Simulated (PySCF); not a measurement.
F2Sc (SMILES [F][Sc+][F]), charge +1, singlet, geometry from GFN2-xTB (such geometries of metal compounds can be far from the true shape) (the multiplicity is a formal guess); B3LYP/6-31G (PySCF).

PySCF was given this input:
```python
from pyscf import gto, scf, dft

mol = gto.M(
    atom='''
Sc    0.28637598    0.13181402    0.09608983
F    -0.53787985    1.05786481   -1.16690985
F    -0.13033078   -1.36543086    0.94270025
''',
    basis='6-31g',
    charge=1,
    verbose=5,
)

mf = dft.RKS(mol)
mf.xc = 'b3lyp'
mf.kernel()
```

What the program printed (banner, timings and long lists left out):

```
PySCF version 2.14.0

[INPUT] verbose = 5
[INPUT] max_memory = 4000
[INPUT] num. atoms = 3
[INPUT] num. electrons = 38
[INPUT] charge = 1
[INPUT] spin (= nelec alpha-beta = 2S) = 0
[INPUT] symmetry False subgroup None
[INPUT] Mole.unit = angstrom
[INPUT] Symbol           X                Y                Z      unit          X                Y                Z       unit  Magmom
[...]
[INPUT] ---------------- BASIS SET ----------------
[INPUT] l, kappa, [nprim/nctr], expnt,             c_1 c_2 ...
[INPUT] F
[...]
                                1051.36609        0.0139160796
                                239.28569         0.0684053245
                                67.3974453        0.23318576
                                21.5199573        0.471267439
                                7.4031013         0.356618546
[...]
                                4.80830834        -0.146451658
                                1.34406986        1.12868858
[...]
                                4.80830834        0.345912103
                                1.34406986        0.722469957
[...]
[INPUT] Sc
[...]
                                5869.792          0.01380769
                                1336.91           0.06800396
                                376.6031          0.2347099
                                120.4679          0.481569
                                40.98032          0.3445652
[...]
                                186.887           0.03259579
                                60.00935          0.1238242
                                22.25883          -0.0435989
                                8.885149          -0.6177181
                                3.609211          -0.4432823
[...]
                                9.542383          0.07188424
                                4.05679           0.250326
                                1.704703          -0.2991003
                                0.706234          -0.7446818
                                0.279536          -0.1799776
[...]
                                0.425933          0.3253756
                                0.07632           -1.170806
[...]
                                186.887           0.0312257
                                60.00935          0.1349833
                                22.25883          0.3424793
                                8.885149          0.4623113
                                3.609211          0.2177524
[...]
                                9.542383          -0.02628884
                                4.05679           0.05091001
                                1.704703          0.3798097
                                0.706234          0.5170883
                                0.279536          0.1829772
[...]
                                0.425933          0.09235323
                                0.07632           0.984793
[...]
                                2.821043          0.3795635
                                0.81962           0.7180393
[...]
nuclear repulsion = 126.259417070685
number of shells = 21
number of NR pGTOs = 134
number of NR cGTOs = 45
basis = 6-31g
ecp = {}

******** <class 'pyscf.dft.rks.RKS'> ********
method = RKS
initial guess = minao
damping factor = 0
level_shift factor = 0
DIIS = <class 'pyscf.scf.diis.CDIIS'>
diis_start_cycle = 1
diis_space = 8
diis_damp = 0
SCF conv_tol = 1e-09
SCF conv_tol_grad = None
SCF max_cycles = 50
direct_scf = True
direct_scf_tol = 1e-13
XC library pyscf.dft.libxc version 7.1.2
    S. Lehtola, C. Steigemann, M. J. T. Oliveira, and M. A. L. Marques,  SoftwareX 7, 1–5 (2018)
XC functionals = b3lyp
    P. J. Stephens, F. J. Devlin, C. F. Chabalowski, and M. J. Frisch,  J. Phys. Chem. 98, 11623 (1994)
radial grids:
    Treutler-Ahlrichs [JCP 102, 346 (1995); DOI:10.1063/1.469408] (M4) radial grids

becke partition: Becke, JCP 88, 2547 (1988); DOI:10.1063/1.454033
pruning grids: <function nwchem_prune>
grids dens level: 3
symmetrized grids: False
[...]
[...]
  mo_energy =
[-1.62036303e+02 -2.49125795e+01 -2.49125641e+01 -1.79714595e+01
 -1.48961121e+01 -1.48953445e+01 -1.48909407e+01 -2.44094069e+00
 -1.66067377e+00 -1.63890836e+00 -1.63287378e+00 -1.37035115e+00
 -1.33579446e+00 -6.75034703e-01 -6.60612310e-01 -6.54789561e-01
 -6.36755858e-01 -6.36546773e-01 -6.20089555e-01 -3.57971143e-01
 -3.56594926e-01 -3.40439885e-01 -3.11940805e-01 -2.85441218e-01
 -2.12344613e-01 -1.89510475e-01 -1.46528905e-01 -1.25187662e-01
 -6.63649602e-02 -3.61004700e-02  6.59137563e-03  4.84806041e-02
  3.63928916e-01  3.64587636e-01  4.13248395e-01  4.66600615e-01
  4.70746063e-01  1.02468325e+00  1.05722622e+00  1.08574686e+00
  1.09324510e+00  1.10398033e+00  1.15976930e+00  1.62868113e+00
  1.66434960e+00]
nelec by numeric integration = 38.00003470118605
E1 = -1561.6542509853787  E2 = 475.2047679919648  Ecoul = 535.0070834015467  Exc = -59.80231540958185
cycle= 7 E= -960.190065922729  delta_E= -5.11e-08  |g|= 6.08e-05  |ddm|= 0.000398
[...]
  mo_energy =
[-1.62036290e+02 -2.49125831e+01 -2.49125548e+01 -1.79714467e+01
 -1.48960999e+01 -1.48953321e+01 -1.48909269e+01 -2.44093361e+00
 -1.66066645e+00 -1.63890329e+00 -1.63286822e+00 -1.37034429e+00
 -1.33578790e+00 -6.75028062e-01 -6.60606637e-01 -6.54783696e-01
 -6.36748896e-01 -6.36540245e-01 -6.20084235e-01 -3.57968072e-01
 -3.56591751e-01 -3.40438845e-01 -3.11936644e-01 -2.85436813e-01
 -2.12341287e-01 -1.89509673e-01 -1.46525318e-01 -1.25185484e-01
 -6.63642731e-02 -3.60990532e-02  6.59530566e-03  4.84824454e-02
  3.63931211e-01  3.64590130e-01  4.13251997e-01  4.66603556e-01
  4.70749322e-01  1.02468822e+00  1.05723133e+00  1.08575175e+00
  1.09325159e+00  1.10398671e+00  1.15977454e+00  1.62868566e+00
  1.66435439e+00]
nelec by numeric integration = 38.00003470113518
E1 = -1561.6541869728414  E2 = 475.20470397906774  Ecoul = 535.0070060436747  Exc = -59.80230206460693
cycle= 8 E= -960.190065923089  delta_E= -3.6e-10  |g|= 5.65e-05  |ddm|= 7.57e-05
[...]
  mo_energy =
[-1.62036290e+02 -2.49125738e+01 -2.49125639e+01 -1.79714463e+01
 -1.48960996e+01 -1.48953318e+01 -1.48909265e+01 -2.44093334e+00
 -1.66066618e+00 -1.63890310e+00 -1.63286796e+00 -1.37034417e+00
 -1.33578779e+00 -6.75027955e-01 -6.60606565e-01 -6.54783601e-01
 -6.36748783e-01 -6.36540130e-01 -6.20084222e-01 -3.57967912e-01
 -3.56591580e-01 -3.40438747e-01 -3.11936498e-01 -2.85436710e-01
 -2.12341155e-01 -1.89509645e-01 -1.46525227e-01 -1.25185462e-01
 -6.63642916e-02 -3.60990357e-02  6.59539937e-03  4.84824840e-02
  3.63931329e-01  3.64590253e-01  4.13252131e-01  4.66603625e-01
  4.70749463e-01  1.02468826e+00  1.05723138e+00  1.08575180e+00
  1.09325165e+00  1.10398679e+00  1.15977460e+00  1.62868574e+00
  1.66435448e+00]
nelec by numeric integration = 38.00003470111936
E1 = -1561.654184430523  E2 = 475.20470143616734  Ecoul = 535.0070034205307  Exc = -59.802301984363375
cycle= 9 E= -960.19006592367  delta_E= -5.82e-10  |g|= 3.84e-06  |ddm|= 3.34e-05
[...]
  mo_energy =
[-1.62036289e+02 -2.49125748e+01 -2.49125641e+01 -1.79714454e+01
 -1.48960987e+01 -1.48953309e+01 -1.48909256e+01 -2.44093258e+00
 -1.66066561e+00 -1.63890247e+00 -1.63286718e+00 -1.37034456e+00
 -1.33578809e+00 -6.75028293e-01 -6.60606938e-01 -6.54783944e-01
 -6.36749178e-01 -6.36540502e-01 -6.20084773e-01 -3.57967368e-01
 -3.56590997e-01 -3.40438336e-01 -3.11936097e-01 -2.85436471e-01
 -2.12340839e-01 -1.89509565e-01 -1.46525202e-01 -1.25185512e-01
 -6.63642734e-02 -3.60990100e-02  6.59541672e-03  4.84825609e-02
  3.63931739e-01  3.64590660e-01  4.13252474e-01  4.66603786e-01
  4.70749808e-01  1.02468787e+00  1.05723100e+00  1.08575142e+00
  1.09325120e+00  1.10398641e+00  1.15977424e+00  1.62868552e+00
  1.66435424e+00]
nelec by numeric integration = 38.00003470115652
E1 = -1561.6541789255198  E2 = 475.2046959311812  Ecoul = 535.0070002793652  Exc = -59.80230434818399
Extra cycle  E= -960.190065923653  delta_E= 1.71e-11  |g|= 9e-06  |ddm|= 8.23e-06
converged SCF energy = -960.190065923653
```
